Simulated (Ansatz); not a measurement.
```yaml
atoms:
  - { symbol: H, position_ang: [0.0000, 0.0000, -1.2138] }
  - { symbol: Cl, position_ang: [0.0000, 0.0000, 0.0714] }
```

Basis set: cc-pVTZ (spherical functions). Correlated methods keep 5 orbitals frozen. Charge 0, multiplicity 1.

Computed with Ansatz (development build ahead of 0.2.0); each method stands on the lowest determinant of its kind that the runs found. Restricted open shells among the atoms or ions are ROHF, correlated in semicanonical orbitals with singles.

The atomization energy at this shape (free ground-state atoms in the same class of orbitals less the molecule, no zero-point energy) of singlet HCl:

```
 method  atomization energy
RHF-MP2        433.7 kJ/mol
```

Q: What does RHF give?

A: 333.4 kJ/mol.
